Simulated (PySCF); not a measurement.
From one molecule to another.

First species: C2HF3O.
Z-matrix (Å and degrees, GFN2-xTB geometry), rows numbered from 1:
```
O 
C   1  1.1712
F   2  1.3475  1  121.98
C   2  1.5363  1  129.05  3   177.99
F   4  1.3423  2  110.14  1     4.40
F   4  1.3483  2  110.40  1   123.34
H   4  1.1047  2  110.99  1  -116.48
```

Second species: C₆H₆ClP.
Structure used (GFN2-xTB), in Å, numbered top down from 1:
```
atom  x, y, z in Å
C1    -2.0826    0.0896    0.0037
C2    -0.6048   -0.1539    0.0173
C3    -0.1189   -1.4424    0.1423
P4     1.5415   -1.9376    0.1818
C5     2.3120   -0.3934    0.0235
C6     1.6537    0.8109   -0.0935
C7     0.2725    0.9252   -0.0966
Cl8   -0.3890    2.5226   -0.2530
H9    -2.3610    0.7519    0.8225
H10   -2.6313   -0.8429    0.1022
H11   -2.3745    0.5751   -0.9267
H12   -0.8480   -2.2396    0.2258
H13    3.3944   -0.3842    0.0165
H14    2.2355    1.7181   -0.1881
```

Levels: wB97X-D/def2-SVPD for dipole moment, HOMO energy, LUMO energy, HOMO–LUMO gap, static isotropic polarisability and electronic spatial extent ⟨r²⟩ about the centre of nuclear charge; TDDFT wB97X-D/def2-SVPD for lowest singlet excitation; TDA wB97X-D/def2-SVPD for lowest triplet excitation (Tamm–Dancoff); GFN2-xTB for rotational constant A and rotational constant C. Geometries: GFN2-xTB. Each species is one conformer at its optimised geometry, gas phase, non-relativistic unless stated. Electronic properties by PySCF.

The conformers computed, where there is a choice (atom-mapped SMILES and torsion angles):
- `[O:1]=[C:2]([F:3])[CH:4]([F:5])[F:6]`: O1–C2–C4–F5 4°

Values for the first species:

* Dipole moment: 2.06 D
* HOMO energy: -11.85 eV
* LUMO energy: 0.11 eV
* HOMO–LUMO gap: 11.96 eV
* Lowest singlet excitation: 5.82 eV
* Lowest triplet excitation (Tamm–Dancoff): 5.24 eV
* Static isotropic polarisability: 30.7 au
* Electronic spatial extent ⟨r²⟩ about the centre of nuclear charge: 489 bohr²
* Rotational constant A: 5.547 GHz
* Rotational constant C: 2.204 GHz

(1) Estimate the same properties for the second species, and the change in each.

Answers

(1) 
```tsv
property	first	second	second less first
dipole moment	2.06 D	0.57 D	-1.49 D
HOMO energy	-11.85 eV	-8.70 eV	+3.15 eV
LUMO energy	0.11 eV	-0.03 eV	-0.14 eV
HOMO–LUMO gap	11.96 eV	8.67 eV	-3.29 eV
lowest singlet excitation	5.82 eV	4.77 eV	-1.05 eV
lowest triplet excitation (Tamm–Dancoff)	5.24 eV	3.18 eV	-2.06 eV
static isotropic polarisability	30.7 au	107.5 au	+76.8 au
electronic spatial extent ⟨r²⟩ about the centre of nuclear charge	489 bohr²	1359 bohr²	+870 bohr²
rotational constant A	5.547 GHz	2.771 GHz	-2.776 GHz
rotational constant C	2.204 GHz	0.783 GHz	-1.421 GHz
```

On the first: In atomic units the dipole is 0.81 e·bohr (1 au = 2.5417 D). S1 lies 6.14 eV below the HOMO–LUMO gap; its leading configuration is HOMO→LUMO, weight 0.94.

On the second: A dipole of 0.57 D is allowed in Cs, and pure rotational transitions are dipole-allowed. No computed singlet falls in the visible range (750 to 380 nm, 1.65 to 3.26 eV); S1 lies 1.51 eV above its blue end.
